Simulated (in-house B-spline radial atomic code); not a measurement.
Configurations of Mo, with energies counted from [Kr] 4d5 5s1. All numbers are computed (scalar-relativistic (X2C) revTPSS, spin-polarised, spherical fractional occupations; Fermi nucleus of rms radius 4.4091 fm) with an all-electron radial atomic-structure program (B-spline basis), not measured. Shells without spins written out take the highest spin.

Occupations are held fixed; configurations that lie above the ionisation limit could autoionise.

| configuration | E - E(ref) (eV) | highest orbital | its <r> (bohr) |
| --- | --- | --- | --- |
| [Kr] 4d(3 up, 2 down) 5s(0 up, 1 down) | 4.7504 | 4d down | 2.061 |
| [Kr] 4d5 6f1 | 6.7827 | 6f up | 42.81 |
| [Kr] 4d(0 up, 4 down) 5s(1 up, 0 down) 6s(0 up, 1 down) | 7.9402 | 6s down | 8.751 |
| [Kr] 4d4 4f1 5s1 | 8.0204 | 4f up | 16.8 |
| [Ar] 3d9 4s2 4p6 4d6 5s1 | 227.39 | 4d down | 1.921 |
| [Ar] 3d(5 up, 4 down) 4s2 4p6 4d(5 up, 0 down) 5s(1 up, 0 down) 6s(1 up, 0 down) | 231.69 | 6s up | 8.666 |
| [Ar] 3d9 4s2 4p6 4d5 5s1 6p1 | 232.35 | 6p up | 11.02 |

(1) Order these further configurations by energy, lowest first.
A. [Kr] 4d5 5p1
B. [Kr] 4d4 5s1 6s1
C. [Ar] 3d(5 up, 4 down) 4s2 4p6 4d(0 up, 5 down) 5s(1 up, 0 down) 5d(0 up, 1 down)
D. [Ar] 3d10 4s2 4p5 4d5 5s1 5f1
E. [Kr] 4d5 5f1

(2) How far above the reference does [Kr] 4d(3 up, 2 down) 5s(1 up, 0 down) lie?

(3) How far above the reference does [Kr] 4d4 5s1 6d1 lie?

(4) How far above the reference does [Kr] 4d(3 up, 1 down) 5s(0 up, 1 down) 5f(0 up, 1 down) lie?

Answers

(1) A (3.4466 eV), B (6.4965 eV), E (6.6026 eV), D (40.608 eV), C (234.87 eV).

(2) 4.4192 eV; its least bound orbital is 4d down with <r> = 1.99 bohr.

(3) 7.9395 eV; its least bound orbital is 6d up with <r> = 19.16 bohr.

(4) 11.652 eV; its least bound orbital is 5f down with <r> = 28.87 bohr.
